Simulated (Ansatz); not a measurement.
Reactions of C2H9ClN2OSi2, SMILES `C=C[SiH](N)O[SiH](N)Cl`.

Gas-phase electronic energies from Ansatz, PBE0-D4/def2-TZVP geometries. CCSD(T)/CBS is the MP2 limit (def2-TZVPP, def2-QZVPP) plus CCSD(T) − MP2 in def2-TZVPP, frozen cores. This one scheme is used for every species. Each species was taken in one conformer, which may not be the lowest.

Order these by ΔE at CCSD(T)/CBS, lowest first. (An estimate is asked.)
A. `C=C[Si@@H](N)O[Si@H](N)Cl` + H₂S → `C=CS` + `N[SiH2]O[SiH](N)Cl`
B. `C=C[Si@@H](N)O[Si@H](N)Cl` + `CO[SiH](N)O` → `N[Si@H](Cl)O[Si@@H](N)O` + `C=C[SiH](N)OC`
C. `C=C[Si@@H](N)O[Si@H](N)Cl` + `CC(O)F` → `N[Si@@H](Cl)[C@H](O)F` + `C=C[SiH](N)OC`

B (+0.5 kJ/mol), A (+53.4 kJ/mol), C (+240.4 kJ/mol).

Largest T1 diagnostic: 0.012, for `C=CS`.
